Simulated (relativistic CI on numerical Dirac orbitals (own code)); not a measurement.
## Fe⁴⁺: resonant inelastic scattering at the L2,3 edge

Computed with this model: Dirac-Coulomb-Breit CI, orbitals from a KLI potential per configuration, model QED (radiative potential, 1s self-energy scaled to tabulated hydrogen-like ionisation energies), valence Slater integrals scaled by 0.9, Kramers-Heisenberg scattering through one core-hole configuration in a parametric crystal field; configurations [Ar] 3d4 → [He] 2s2 2p5 3s2 3p6 3d5; 10 K; core-hole width 0.4 eV; summed over polarisations. Incident energies are the highest absorption maxima for each field (at most a few, so the weaker spin-orbit partner edge can be absent), on the computed scale of the free ion. Intensities are in per cent of the strongest line above 0.02 eV; levels within 1 cm⁻¹ are merged; final levels count from the ground level, the first row holds all elastic scattering, lines under 0.4 are left out and each table stops after 24 rows. The scale of the Slater integrals is a model choice and moves the terms in proportion.

Field parameters in Wybourne normalisation: D4h B²₀ = −7Ds, B⁴₀ = 21(Dq − Dt), B⁴₄ = 21√(5/14) Dq. The field is a parameter set, without covalency.

S is read from ⟨S²⟩ = S(S + 1).

D4h, 10Dq = 31150, Ds = -1500, Dt = 860 cm⁻¹:

| Final level (eV) | Degeneracy | Irrep | S | 716.2 eV | 716.7 eV | 717.5 eV |
| --- | --- | --- | --- | --- | --- | --- |
| 0.000 | 1 | A1 | 1.08 | 456.7 | 576.8 | 387.8 |
| 0.008 | 2 | E | 1.07 | 131.9 | 106.2 | 67.9 |
| 0.283 | 2 | B1+B2 | 2.00 | 12.1 | 17.3 | 41.2 |
| 0.298 | 2 | E | 1.96 | 12.4 | 41.9 | 34.4 |
| 0.303 | 1 | A1 | 1.95 | 44.0 | 31.7 | 66.6 |
| 0.484 | 2 | A1+A2 | 1.98 | 28.2 | 10.7 | 23.7 |
| 0.491 | 2 | E | 1.99 | 66.7 | 37.0 | 100.0 |
| 0.493 | 1 | B1 | 2.00 | 0.3 | 3.4 | 3.9 |
| 1.037 | 1 | A1 | 1.03 | 30.9 | 41.8 | 16.5 |
| 1.039 | 1 | A2 | 1.03 | 12.1 | 2.6 | 2.9 |
| 1.062 | 2 | E | 1.01 | 18.1 | 33.2 | 17.9 |
| 1.082 | 1 | B2 | 1.00 | 1.1 | 0.5 | 4.8 |
| 1.088 | 1 | B1 | 1.01 | 2.5 | 0.4 | 0.7 |
| 1.716 | 1 | B2 | 0.03 | 3.0 | 2.1 | 17.3 |
| 1.944 | 1 | B1 | 0.02 | 0.3 | 1.4 | 4.1 |
| 2.670 | 2 | E | 0.02 | 6.8 | 15.3 | 14.6 |
| 2.675 | 1 | A1 | 0.29 | 2.7 | 15.0 | 71.3 |
| 2.791 | 1 | A2 | 1.02 | 1.9 | 5.2 | 2.7 |
| 2.811 | 2 | E | 1.03 | 16.5 | 15.2 | 16.6 |
| 2.812 | 1 | A1 | 0.90 | 43.1 | 55.6 | 9.2 |
| 2.841 | 1 | B1 | 1.02 | 1.1 | 4.6 | 1.2 |
| 2.844 | 1 | B2 | 1.02 | 5.2 | 4.6 | 2.4 |
| 3.231 | 2 | E | 1.99 | 6.8 | 3.1 | 10.5 |
| 3.255 | 1 | A1 | 1.98 | 15.3 | 2.5 | 0.7 |

D4h, 10Dq = 31150, Ds = -860, Dt = 860 cm⁻¹:

```csv
Final level (eV),Degeneracy,Irrep,S,716.1 eV,716.6 eV,717.8 eV
0.000,1,A1,1.08,608.9,735.3,469.7
0.008,2,E,1.06,171.6,119.8,92.0
0.177,1,A2,1.99,5.9,1.3,0.1
0.177,1,A1,1.99,23.6,17.4,14.0
0.183,2,E,1.99,100.0,47.0,52.2
0.185,1,B1,2.00,0.3,5.2,2.7
0.291,1,B2,1.99,14.3,18.5,11.4
0.291,1,B1,2.00,4.4,0.4,22.4
0.306,2,E,1.96,21.0,46.8,33.8
0.311,1,A1,1.95,57.7,20.3,35.9
0.816,1,A1,1.02,45.9,79.8,6.3
0.817,1,A2,1.02,18.9,4.4,49.3
0.842,2,E,1.01,25.8,41.3,37.9
0.865,1,B2,1.00,2.7,1.2,25.1
0.870,1,B1,1.01,3.0,0.7,5.2
1.704,1,B2,0.03,2.5,2.7,14.3
1.937,1,B1,0.02,0.4,0.8,7.7
2.466,2,E,0.02,8.0,16.8,23.2
2.573,1,A1,0.19,4.1,14.8,21.8
2.732,1,A2,1.02,2.8,9.8,1.6
2.747,1,A1,0.95,72.7,81.1,11.7
2.753,2,E,1.03,16.7,17.0,48.4
2.785,1,B1,1.02,2.4,6.4,2.6
2.788,1,B2,1.02,6.3,5.8,2.1
```

For the first field the strongest loss at the lowest incident energy is the level at 0.49 eV (S = 1.99, against 1.08 in the thermal ground state). Levels of other spin, the first over 8 % at 0.28 eV, appear because spin-orbit coupling of the core hole, and in heavier ions of the valence shell too, mixes spins.
